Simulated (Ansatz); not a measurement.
Isolated molecules relaxed with PBE0-D4/def2-TZVP in Ansatz; ΔE leaves out vibrations. CCSD(T)/CBS adds triple-zeta CCSD(T) − MP2 to the extrapolated MP2 energy (def2 sets, frozen cores). This one scheme is used for every species. DFT in def2-TZVPP. Each species was taken in one conformer, which may not be the lowest.

`NN[SiH3]` + `N[SiH](O)Cl` → `N[SiH](Cl)O[SiH3]` + `NN`  (ligand exchange at the Si–N bond)

`NN[SiH3]`:

Cartesian coordinates in Å:
```
N -0.115 1.559 0.414
N 0.533 0.507 -0.259
Si -0.011 -1.118 -0.220
H -1.097 1.595 0.167
H -0.040 1.430 1.416
H 1.235 0.842 -0.896
H -1.414 -1.259 -0.713
H 0.001 -1.649 1.173
H 0.908 -1.906 -1.082
```

`N[SiH](O)Cl`:

```xyz
8

N     0.600   -0.877    0.572
Si   -0.289    0.128   -0.472
O    -1.118    1.258    0.362
Cl    1.123    0.946   -1.725
H     1.482   -1.266    0.284
H     0.146   -1.435    1.276
H    -1.316   -0.510   -1.316
H    -0.627    1.757    1.019
```

`N[SiH](Cl)O[SiH3]`:

Cartesian coordinates in Å:
```
N 1.936 0.766 -0.857
Si 0.837 -0.469 -0.496
Cl -0.394 -1.013 -2.071
O -0.140 0.047 0.690
Si -1.704 0.020 1.194
H 1.621 1.713 -0.995
H 2.757 0.565 -1.405
H 1.584 -1.687 -0.132
H -1.728 0.545 2.580
H -2.537 0.881 0.319
H -2.232 -1.368 1.174
```

`NN`:

```xyz
6

N     0.312   -0.278    0.611
N    -0.088    0.604   -0.420
H    -0.234   -1.133    0.630
H     1.281   -0.524    0.458
H    -0.465    0.118   -1.227
H    -0.807    1.213   -0.053
```

```
       level  ΔE (kJ/mol)
 LDA (SPW92)        -44.0
MP2/def2-SVP        -59.0
```

**Question.** What does CCSD(T)/CBS give? (Best estimate.)

**Answer.** The calculation gave: -63.9 kJ/mol. The listed levels differ from it by 19.9, 4.9 kJ/mol.

Largest T1 diagnostic among the species: 0.010.

In def2-TZVPP, CCSD(T) changes the Hartree–Fock value by +11.6 kJ/mol (the triples alone add +1.6 kJ/mol) and MP2 by +12.8 kJ/mol. At CCSD(T), def2-SVP lies +3.3 kJ/mol from the extrapolated value and def2-TZVPP −0.1 kJ/mol.
